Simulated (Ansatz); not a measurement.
Calculated with Ansatz (gas phase, PBE0-D4/def2-TZVP geometries, no zero-point term in ΔE). CCSD(T)/CBS adds triple-zeta CCSD(T) − MP2 to the extrapolated MP2 energy (def2 sets, frozen cores). Functionals use def2-TZVPP. For Br, Ga outer-core shells are correlated without core-valence functions, which leaves a few kJ/mol of doubt a bond. Scalar relativity is left out up to krypton. One conformer a species, not always the lowest.

Consider the ligand exchange at the Si–N bond: `F[SiH](Br)N[SiH3]` + `[NH2][GaH][OH]` → `[NH2][GaH][O][SiH3]` + `N[SiH](F)Br`.

```csv
level,ΔE (kcal/mol),difference from CCSD(T)/CBS
PBE0-D4,-11.8,0.3
ωB97M-V,-12.4,-0.3
B2PLYP,-13.2,-1.1
PBE0,-12.1,0.0
MP2/def2-TZVPP,-12.4,-0.3
CCSD/def2-TZVPP,-13.0,-0.9
CCSD(T)/def2-TZVPP,-12.4,-0.3
HF/def2-QZVPP,-16.2,-4.1
MP2/def2-QZVPP,-12.3,-0.2
MP2/CBS(def2),-12.1,0.0
CCSD(T)/CBS,-12.1,0
```

Largest T1 diagnostic among the species: 0.014.

In def2-TZVPP, CCSD(T) changes the Hartree–Fock value by +3.6 kcal/mol (the triples alone add +0.5 kcal/mol) and MP2 by +3.6 kcal/mol. From PBE to PBE0 (25 % exact exchange), in def2-TZVPP and without D4, ΔE moves by −0.9 kcal/mol.
